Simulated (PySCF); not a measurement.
# RuO₂(OH) + NH₃ → RuN(OH)₂ + H₂O

Level: PBE0 in the def2-TZVP basis family, computed in PySCF with density fitting; scalar-relativistic core potentials for atoms from Rb on, none lighter, no spin–orbit coupling; open shells unrestricted.

```json
{"species": "RuO₂(OH)", "state and structure": "doublet, Cs, O–H 0.962 Å, Ru–O 1.653 Å (×2), Ru–O 1.849 Å; H–O–Ru 119.5°, O–Ru–O 115.1° (×2), O–Ru–O 127.3°", "E (Eh)": "-320.99967", "ZPE (kJ/mol)": "50.4", "H(298 K) − H(0) (kJ/mol)": "15.6", "S° (J/(mol K))": "313.9"}
{"species": "NH₃", "state and structure": "singlet, C3v, N–H 1.013 Å (×3); H–N–H 107.1° (×3)", "E (Eh)": "-56.51312", "ZPE (kJ/mol)": "90.6", "H(298 K) − H(0) (kJ/mol)": "10.0", "S° (J/(mol K))": "192.4"}
{"species": "RuN(OH)₂", "state and structure": "doublet, C2v, O–H 0.961 Å (×2), Ru–N 1.570 Å, Ru–O 1.884 Å (×2); H–O–Ru 120.5° (×2), N–Ru–O 121.2° (×2), O–Ru–O 117.7°", "E (Eh)": "-301.14409", "ZPE (kJ/mol)": "76.5", "H(298 K) − H(0) (kJ/mol)": "18.3", "S° (J/(mol K))": "325.7"}
{"species": "H₂O", "state and structure": "singlet, C2v, O–H 0.960 Å (×2); H–O–H 105.1°", "E (Eh)": "-76.37736", "ZPE (kJ/mol)": "56.5", "H(298 K) − H(0) (kJ/mol)": "9.9", "S° (J/(mol K))": "188.7"}
```

(1) What is the electronic reaction energy?

(2) Add zero-point, thermal and entropy terms for 298.15 K and 1 bar.

## Answers

(1) At PBE0/def2-TZVP, ΔE = -22.7 kJ/mol from the differences of the total energies times 2625.5, downhill. 

(2) ΔZPE = -8.0 and Δ[H(298) − H(0)] = 2.6 kJ/mol give ΔH° = -28.1 kJ/mol. ΔS° = 8.1 J/(mol K), so ΔG° = -28.1 − 298.15 × (0.0081) = -31 kJ/mol and log₁₀K = 5.3.

Open d or f shells are single determinants, so the state found may not be the ground state. Only the bonding shown was studied: isomers, or loss of a ligand pair, can lie lower.
